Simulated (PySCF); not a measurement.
Compound: CH5ClF2Si2.
Structure used (PBE0-D3(BJ)/def2-SVP), in Å, numbered top down from 1:
```xyz
11
CH5ClF2Si2 angstrom
F      0.9746    0.7645   -1.0320
Si     1.4552   -0.5698   -0.2569
F      2.5095   -1.3112   -1.2247
C     -0.0482   -1.6401    0.0044
Si    -1.5668   -0.7497    0.7204
Cl     0.4610   -2.9420    1.1500
H      2.1302   -0.1926    0.9998
H     -0.3262   -2.1249   -0.9463
H     -2.6013   -1.7668    1.0594
H     -2.0878    0.2083   -0.2979
H     -1.1524   -0.0117    1.9486
```

Level of theory: PBE0-D3(BJ)/def2-SVP geometry optimisation, gas phase (PySCF).

Masses are those of the commonest isotopes; rigid-rotor values at the optimised geometry. The values belong to one conformer with, in the numbering `[F:1][SiH:2]([F:3])[C@H:4]([SiH3:5])[Cl:6]`, F1–Si2–C4–Si5 -48°.

**Question.** Give the principal moments of inertia and the rotational constants in cm⁻¹.

**Answer.** Ia = 233.33, Ib = 358.19, Ic = 555.95 u·Å²; 505379 MHz·u·Å²/I gives 2166, 1411 and 909.0 MHz, that is A = 0.07225, B = 0.04706, C = 0.03032 cm⁻¹.

**Question.** Classify the top.

**Answer.** An asymmetric top. Ray's parameter κ = (2B − A − C)/(A − C) = -0.201; −1 is the prolate and +1 the oblate limit.

**Question.** Is it planar, by Δ = Ic − Ia − Ib?

**Answer.** Not planar: Δ = Ic − Ia − Ib = -35.57 u·Å². For a rigid frame Δ = −2 Σ m c², so Σ m c² = 17.78 u·Å² lies off the ab plane: 8.51 from hydrogen and 9.28 from heavier atoms. The atom farthest from that plane is 1.78 Å away.

**Question.** List the rotational levels J(Ka,Kc) to J = 3 (MHz).

**Answer.** Above 0(0,0):
J = 1: 1(0,1) 2320, 1(1,1) 3075, 1(1,0) 3577
J = 2: 2(0,2) 6780, 2(1,2) 7213, 2(1,1) 8719, 2(2,1) 10984, 2(2,0) 11163
J = 3: 3(0,3) 13134, 3(1,3) 13322, 3(1,2) 16290, 3(2,2) 17944, 3(2,1) 18729, 3(3,1) 23071, 3(3,0) 23115
The levels of one J sum to (2J + 1)J(J + 1)(A + B + C)/3.

**Question.** Predict some low-J microwave lines.

**Answer.** The dipole components are |μa| = 1.15 D, |μb| = 0.77 D, |μc| = 0.09 D. Intensities carry the squares of the components, which stand as 1.00 : 0.44 : 0.01 (a : b : c). Some of the stronger lines:

| type | branch | J(Ka,Kc) | MHz | lower level (cm⁻¹) |
| --- | --- | --- | --- | --- |
| a | Q | 1(1,0) ← 1(1,1) | 502 | 0.103 |
| b | Q | 1(1,0) ← 1(0,1) | 1257 | 0.077 |
| a | Q | 2(1,1) ← 2(1,2) | 1506 | 0.241 |
| b | Q | 2(1,1) ← 2(0,2) | 1939 | 0.226 |
| a | R | 1(0,1) ← 0(0,0) | 2320 | 0.000 |
| b | Q | 2(2,0) ← 2(1,1) | 2445 | 0.291 |
| b | R | 1(1,1) ← 0(0,0) | 3075 | 0.000 |
| b | R | 2(0,2) ← 1(1,1) | 3705 | 0.103 |
| b | Q | 2(2,1) ← 2(1,2) | 3771 | 0.241 |
| a | R | 2(1,2) ← 1(1,1) | 4138 | 0.103 |
| a | R | 2(0,2) ← 1(0,1) | 4460 | 0.077 |
| b | R | 2(1,2) ← 1(0,1) | 4893 | 0.077 |
| a | R | 2(1,1) ← 1(1,0) | 5142 | 0.119 |
| b | R | 2(2,1) ← 1(1,0) | 7407 | 0.119 |
| b | R | 2(2,0) ← 1(1,1) | 8089 | 0.103 |

**Question.** Estimate the classical rotational partition function at 10 K, 100 K and 200 K.

**Answer.** Point group C1, symmetry number σ = 1; q = (√π/σ)·√((kT/h)³/(ABC)), k/h = 20836.6 MHz/K: 3200 at 10 K, 101000 at 100 K, 286000 at 200 K.

No frequency check. Zero-point vibration and centrifugal distortion are left out. A rigid rotor knows nothing of internal rotation, which can split or shift real lines. Quadrupole hyperfine structure (35Cl) is left out.
